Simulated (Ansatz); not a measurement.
Reaction (ligand exchange at the Hf–O bond): `[OH][Hf]([OH])([OH])[SeH]` + H₂Se → `[OH][Hf]([OH])([SeH])[SeH]` + H₂O

Isolated molecules relaxed with PBE0-D4/def2-TZVP in Ansatz; ΔE leaves out vibrations. CBS: MP2 limit from def2 TZ/QZ plus the TZ coupled-cluster correction, frozen cores. This one scheme is used for every species. Functionals use def2-TZVPP. B3LYP here is the variant with VWN-RPA as its local correlation; programs differ in this. def2 core potentials past Kr. For Hf, Se outer-core shells are correlated without core-valence functions, which leaves a few kJ/mol of doubt a bond. Scalar relativity is left out up to krypton. Each species was taken in one conformer, which may not be the lowest.

`[OH][Hf]([OH])([OH])[SeH]`:

Cartesian coordinates in Å:
```
O -0.131 -1.382 -1.264
Hf -0.051 -0.072 0.134
O -0.390 -0.820 1.863
O -1.277 1.347 -0.275
Se 2.379 0.884 0.312
H -0.384 -1.829 -2.065
H -0.619 -1.461 2.530
H -1.870 2.076 -0.124
H 2.344 1.258 -1.111
```

H₂Se:

Cartesian coordinates in Å:
```
Se 0.173 0.435 -0.499
H 0.718 -0.837 -0.012
H -0.891 0.401 0.511
```

`[OH][Hf]([OH])([SeH])[SeH]`:

Z-matrix (Å, degrees):
```
Hf
O 1 1.900
Se 1 2.595 2 111.3
O 1 1.900 2 115.9 3 118.2
Se 1 2.595 2 103.8 3 -119.5
H 2 0.952 1 166.9 3 -87.6
H 3 1.472 1 89.5 2 -52.2
H 4 0.952 1 167.0 2 30.8
H 5 1.472 1 89.5 2 -177.6
```

H₂O:

```xyz
3

O    -0.192   -0.077   -0.330
H    -0.119   -0.635    0.448
H     0.311    0.712   -0.118
```

| level | ΔE (kJ/mol) | difference from CCSD(T)/CBS |
| --- | --- | --- |
| PBE-D4 | 19.2 | 2.5 |
| r2SCAN-D4 | 23.2 | 6.5 |
| PBE0-D4 | 16.7 | 0.0 |
| B3LYP-D4 | 27.2 | 10.5 |
| ωB97M-V | 27.0 | 10.3 |
| B2PLYP | 26.6 | 9.9 |
| PBE | 22.5 | 5.8 |
| r2SCAN | 24.1 | 7.4 |
| PBE0 | 19.9 | 3.2 |
| HF/def2-TZVPP | 32.7 | 16.0 |
| SCS-MP2/def2-TZVPP | 21.4 | 4.7 |
| CCSD/def2-TZVPP | 23.5 | 6.8 |
| CCSD(T)/def2-TZVPP | 19.6 | 2.9 |
| MP2/def2-QZVPP | 12.0 | -4.7 |
| HF/CBS(def2) | 33.0 | 16.3 |
| MP2/CBS(def2) | 10.7 | -6.0 |
| CCSD(T)/CBS | 16.7 | 0 |

Largest T1 diagnostic among the species: 0.014.

The D4 term adds −5.4 kJ/mol with B3LYP and −3.2 kJ/mol with PBE0; it sums over pairs of atoms, weighted by their polarisabilities, and B3LYP, whose exchange is more repulsive, gets the larger term. In def2-TZVPP, CCSD(T) changes the Hartree–Fock value by −13.1 kJ/mol (the triples alone add −3.9 kJ/mol) and MP2 by −19.2 kJ/mol.

CCSD(T)/CBS has its own doubt, a few kJ/mol and more with outer-core shells, so smaller differences from it don't rank the levels.
